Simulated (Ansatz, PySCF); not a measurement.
Here is a job for Ansatz (a program for electronic structure).
Ansatz 0.2 input:
```yaml
crystal:
  periodic: [false, false, false]
  atoms:
    - {symbol: C, position_ang: [-0.00000000, -0.00000000, -1.17524834]}
    - {symbol: Cl, position_ang: [0.00000000, 0.00000000, 0.41479353]}
basis:
  gaussian:
    orbitals: def2-SVPD
hamiltonian:
  xc: {name: B97M-V}
magnetization: {spin_polarized: true, initial_magnetization: 1}
accuracy: high
```

Q: Write the same job for PySCF.

A: This is not unique; one that fits is 
```python
from pyscf import gto, scf, dft

mol = gto.M(
    atom='''
C    -0.000000   -0.000000   -1.175248
Cl    0.000000    0.000000    0.414794
''',
    basis='def2-svpd',
    charge=0,
    spin=1,
    verbose=4,
)

mf = dft.UKS(mol)
mf.xc = 'b97m_v'
mf.grids.atom_grid = (99, 590)
mf.grids.prune = None
mf.kernel()
```

Both were run: Ansatz gave -497.842291 Eh and PySCF -497.842292 Eh, 0.001 mEh apart.
